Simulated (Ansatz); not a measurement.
One change: `[Li][O]C` becomes `CO[AsH2]`.

Ansatz, PBE0-D4/def2-TZVP geometries, multiplicity 1. 

Scalar relativity is left out up to krypton.

| property | `[Li][O]C` |
| --- | --- |
| size of the dipole moment (B3LYP/def2-TZVPP) / D | 5.08 |
| HOMO energy (B3LYP/def2-TZVPP) / eV | -5.48 |
| LUMO energy (B3LYP/def2-TZVPP) / eV | -1.21 |
| LUMO energy (PBE/def2-TZVPP) / eV | -1.48 |
| zero-point energy (PBE0-D4/def2-TZVP) / kJ/mol | 108.2 |
| size of the dipole moment (PBE/def2-TZVPP) / D | 4.99 |

Q: Give the same properties after the change, and the shifts. (Estimate.)

A: Computed: 
```csv
property,`CO[AsH2]`,shift
size of the dipole moment (B3LYP/def2-TZVPP) / D,1.31,-3.77
HOMO energy (B3LYP/def2-TZVPP) / eV,-7.61,-2.13
LUMO energy (B3LYP/def2-TZVPP) / eV,-0.60,0.61
LUMO energy (PBE/def2-TZVPP) / eV,-1.29,0.19
zero-point energy (PBE0-D4/def2-TZVP) / kJ/mol,151.5,43.3
size of the dipole moment (PBE/def2-TZVPP) / D,1.25,-3.74
```

With PBE0 the HOMO falls by 2.14 eV and the LUMO rises by 0.59 eV, so the gap widens by about 2.73 eV. PBE moves the HOMO by -2.22 eV and ωB97M-V by -1.93 eV. The zero-point energy changes by 43.3 kJ/mol with +6 modes. Dipoles are sizes alone; their direction can turn.

B3LYP here is the variant with VWN-RPA as its local correlation; programs differ in this.
